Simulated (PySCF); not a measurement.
Geometry:
```
atom   x (Å)   y (Å)   z (Å)
  C1   0.776   2.019   1.057
  C2  -0.133   1.216   0.519
  C3   0.082  -0.192   0.189
  C4   1.029  -0.947   1.012
  N5   1.418  -2.101   0.678
  C6  -0.563  -0.831  -0.803
  C7  -1.538  -0.257  -1.766
  H8   1.779   1.693   1.275
  H9   0.556   3.049   1.283
 H10  -1.116   1.609   0.294
 H11   1.349  -0.436   1.930
 H12   2.062  -2.544   1.328
 H13  -0.336  -1.881  -0.931
 H14  -1.642   0.819  -1.667
 H15  -1.218  -0.484  -2.783
 H16  -2.514  -0.725  -1.625
```

Geometry: GFN2-xTB; GIAO shifts from PySCF 2.14.0 with density-fitted response routines, gas phase, non-relativistic, averaged over equivalent atoms.

At PBE0/pcseg-1 (143 basis functions, about 60 core-seconds):
| atoms | δ (ppm) |
| --- | --- |
| C4 | 170.5 |
| C6 | 142.4 |
| C3 | 142.3 |
| C2 | 141.1 |
| C1 | 120.2 |
| C7 | 17.9 |
| N5 | 328.8 |
| H12 | 10.64 |
| H11 | 8.45 |
| H13 | 7.63 |
| H10 | 7.15 |
| H9 | 5.57 |
| H8 | 5.56 |
| H14/H15/H16 | 2.16 |

Referencing at the same level of theory: 13C (σ = 196.96 ppm), 1H (σ = 31.87 ppm) vs TMS; NH3 for 15N (σ = 270.91 ppm).

Q: Predict the values at PW91/pcSseg-1 on the same geometry.

A: 
```
      atoms  δ at PW91/pcSseg-1  change
         C4               168.5    -2.0
         C6               140.3    -2.1
         C3               140.5    -1.8
         C2               140.9    -0.2
         C1               119.2    -1.0
         C7                18.4    +0.5
         N5               348.5   +19.7
        H12               10.70   +0.06
        H11                8.65   +0.20
        H13                7.52   -0.11
        H10                7.16   +0.01
         H9                5.47   -0.10
         H8                5.48   -0.08
H14/H15/H16                2.11   -0.05
```

Scale: 13C (σref 181.47) and 1H (σref 31.65) against TMS; 15N (σref 266.94) vs NH3 (reference shieldings calculated alike).

The largest change is at N5 (nitrogen bonded to C, H). Cost: 164 basis functions, of the order of 90 core-seconds. The order of the carbon signals changes between the two levels.

Experimental scales use liquid or dissolved standards, which lie at an offset from isolated NH3 (liquid NH3: subtract about 20 ppm). Unscaled 15N shifts of sp2 nitrogen come out 20 to 40 ppm too high even then.
